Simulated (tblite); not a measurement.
Q: What does the GFN2-xTB structure of `CC(C)C1=C(F)N(C)CC1` look like in three dimensions?

A: 
```xyz
24
C8H14FN angstrom
C     -2.2915    1.2530    0.4030
C     -1.6769   -0.1486    0.4582
C     -2.5014   -1.1250   -0.3846
C     -0.2485   -0.1263    0.0105
C      0.8318   -0.4442    0.7216
F      0.8655   -0.8179    2.0105
N      2.0314   -0.4461    0.0244
C      3.2637   -0.1123    0.6930
C      1.7524    0.2185   -1.2438
C      0.2196    0.1874   -1.3923
H     -1.7126    1.9468    1.0082
H     -3.3101    1.2304    0.7835
H     -2.3160    1.6205   -0.6203
H     -1.6881   -0.4907    1.4989
H     -2.5396   -0.7960   -1.4205
H     -2.0634   -2.1199   -0.3510
H     -3.5189   -1.1822   -0.0046
H      4.0990   -0.4520    0.0801
H      3.3676    0.9690    0.8630
H      3.2981   -0.6253    1.6523
H      2.1233    1.2540   -1.2159
H      2.2661   -0.3056   -2.0528
H     -0.1748    1.1336   -1.7639
H     -0.0885   -0.6012   -2.0830
```

Any rigid rotation of these coordinates is as good. Atoms count from 1 in this order. The 5-membered ring C4–C5–N7–C9–C10 has internal angles of 102.9° to 115.7° (sum 537°, against 540° for a flat polygon); it is puckered, 0.08 Å rms from its mean plane, widest ring torsion 18°. The 6 C–C bonds span 1.332 Å (C4=C5, drawn double) to 1.540 Å (C9–C10, drawn single), a spread of 0.208 Å. Of the pairs four or more bonds apart, F6···H20 is among the closest relative to their van der Waals radii: 2.47 Å, 92 % of the sum of Bondi's values. The C–N distances run from 1.388 Å (C5–N7, drawn single) to 1.459 Å (N7–C9, drawn single), a spread of 0.071 Å.

Bonds between heavy atoms (Å): C1–C2 1.531, C2–C3 1.531, C2–C4 1.497, C4=C5 1.332, C5–F6 1.342, C5–N7 1.388, N7–C8 1.441, N7–C9 1.459, C9–C10 1.540, C4–C10 1.512.

Structure optimised with GFN2-xTB, isolated species.

Point group: C1 (no symmetry element, even within 0.4 Å). Its GFN2-xTB frequencies are all real (lowest 30 cm⁻¹). The numbers are those of one conformer (C1–C2–C4–C5 118°, C4–C5–N7–C8 149°, C5–N7–C9–C10 -18°, N7–C9–C10–C4 17°, C2–C4–C10–C9 174°).

These are computed values.
